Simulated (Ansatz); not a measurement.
Geometry optimisation, Ansatz 0.2.0, RKS r2SCAN/6-31G*.

The input (input.yaml):

```yaml
crystal:
  periodic: [false, false, false]
  atoms:
    - { symbol: Si, position_ang: [-0.579654, 0.184915, -1.175258] }
    - { symbol: O, position_ang: [0.889596, -1.705078, 0.754159] }
    - { symbol: H, position_ang: [-1.110698, 0.792961, -2.438301] }
    - { symbol: H, position_ang: [-1.405877, -1.017426, -0.862731] }
    - { symbol: "N", position_ang: [1.087653, 0.00359, -1.487591] }
    - { symbol: H, position_ang: [-0.057202, 0.652744, 2.310343] }
    - { symbol: "N", position_ang: [-0.848439, 1.265921, 0.234911] }
    - { symbol: H, position_ang: [0.864462, -1.212995, 1.590185] }
    - { symbol: F, position_ang: [0.261887, 0.252185, 3.076736] }
    - { symbol: H, position_ang: [0.086706, -2.246224, 0.777434] }
    - { symbol: H, position_ang: [1.613544, -0.632016, -0.902013] }
    - { symbol: H, position_ang: [1.416635, 0.058886, -2.443867] }
    - { symbol: H, position_ang: [-1.830638, 1.436822, 0.444492] }
    - { symbol: H, position_ang: [-0.387975, 2.165715, 0.121502] }
basis:
  gaussian: { orbitals: "6-31G*" }
hamiltonian:
  xc: r2scan
relax:
  f_tol: 0.03
  max_steps: 50
output:
  orbitals: {}
```

Command:

```bash
$ ansatz run input.yaml --threads 2 --pin off --max-ram 3072MiB --backend cpu --events-out ev --progress --plain --runs-dir out
```

Where does it end, and by what steps?

It converged. The force dipped under the threshold on the way, but the program's further checks kept it going. After 15 steps the energy has fallen by 0.542 eV; F9 moved furthest, 1.17 Å.

```json
{"step": "0", "energy less start (eV)": "0.0000", "largest force component (eV/Å)": "1.501", "accepted": "yes"}
{"step": "1", "energy less start (eV)": "-0.2061", "largest force component (eV/Å)": "0.823", "accepted": "yes"}
{"step": "2", "energy less start (eV)": "-0.3532", "largest force component (eV/Å)": "0.521", "accepted": "yes"}
{"step": "3", "energy less start (eV)": "-0.4311", "largest force component (eV/Å)": "1.039", "accepted": "yes"}
{"step": "4", "energy less start (eV)": "-0.4810", "largest force component (eV/Å)": "0.572", "accepted": "yes"}
{"step": "5", "energy less start (eV)": "-0.4975", "largest force component (eV/Å)": "0.178", "accepted": "yes"}
{"step": "6", "energy less start (eV)": "-0.5086", "largest force component (eV/Å)": "0.320", "accepted": "yes"}
{"step": "7", "energy less start (eV)": "-0.5181", "largest force component (eV/Å)": "0.540", "accepted": "yes"}
{"step": "8", "energy less start (eV)": "-0.5258", "largest force component (eV/Å)": "0.309", "accepted": "yes"}
{"step": "9", "energy less start (eV)": "-0.5335", "largest force component (eV/Å)": "0.181", "accepted": "yes"}
{"step": "10", "energy less start (eV)": "-0.5375", "largest force component (eV/Å)": "0.229", "accepted": "yes"}
{"step": "11", "energy less start (eV)": "-0.5400", "largest force component (eV/Å)": "0.146", "accepted": "yes"}
{"step": "12", "energy less start (eV)": "-0.5413", "largest force component (eV/Å)": "0.034", "accepted": "yes"}
{"step": "13", "energy less start (eV)": "-0.5419", "largest force component (eV/Å)": "0.021", "accepted": "yes"}
{"step": "14", "energy less start (eV)": "-0.5421", "largest force component (eV/Å)": "0.032", "accepted": "yes"}
{"step": "15", "energy less start (eV)": "-0.5422", "largest force component (eV/Å)": "0.011", "accepted": "yes"}
```

```xyz
14
Properties=species:S:1:pos:R:3
Si -0.745 0.371 -1.135
O 1.576 -1.697 1.037
H -1.096 1.093 -2.392
H -1.824 -0.611 -0.825
N 0.857 -0.174 -1.286
H -0.469 0.502 1.496
N -0.792 1.424 0.309
H 0.983 -1.127 1.580
F -0.327 -0.220 2.188
H 1.096 -2.538 0.999
H 1.277 -0.783 -0.570
H 1.298 -0.242 -2.193
H -1.711 1.812 0.525
H -0.121 2.190 0.267
```

The run took 48 s on 2 threads of Intel(R) Xeon(R) 6975P-C (Granite Rapids), on a shared host, peak memory 0.21 GiB.
